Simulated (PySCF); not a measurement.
Geometries of 2 isomers of CH4B3NO3, from PBE0-D3(BJ)/def2-SVP geometry optimisation, gas phase in PySCF 2.14.0. One conformer each, no zero-point energy, no frequencies.

Problem. Which isomer lies lower at this level?
A.
```xyz
12
angstrom
N      2.505    1.230   -0.123
C      1.938    0.093   -0.228
B      0.377   -0.029   -0.055
O     -0.409    1.064    0.189
B     -1.762    0.931    0.340
O     -2.332   -0.314    0.239
B     -1.561   -1.418   -0.006
O     -0.206   -1.272   -0.152
H      3.520    1.141   -0.259
H      2.500   -0.841   -0.436
H     -2.449    1.892    0.559
H     -2.066   -2.505   -0.092
```
B.
```xyz
12
angstrom
C     -3.002    0.524    0.425
N     -1.882    0.283   -0.073
B     -0.493    0.383    0.071
O      0.221   -0.647    0.659
B      1.583   -0.597    0.704
O      2.245    0.476    0.162
B      1.548    1.511   -0.410
O      0.186    1.467   -0.456
H     -3.139    1.034    1.399
H     -3.931    0.232   -0.097
H      2.206   -1.487    1.222
H      2.139    2.455   -0.866
```

Solution. B. That is `C=NB1OBOBO1`, 17.7 kcal/mol below the other.

```tsv
SMILES	atoms numbered as above	E (Eh)	relative (kcal/mol)	relative (kJ/mol)	dipole (D)
C=NB1OBOBO1	[CH2:1]=[N:2][B:3]1[O:4][BH:5][O:6][BH:7][O:8]1	-395.04382	0.0	0.0	2.44
[H]/N=C/B1OBOBO1	[H]/[N:1]=[CH:2]/[B:3]1[O:4][BH:5][O:6][BH:7][O:8]1	-395.01554	17.7	74.3	1.83
```

As drawn, the lower has a B–N bond, which the higher lacks; the higher has an N–H bond, which the lower lacks.
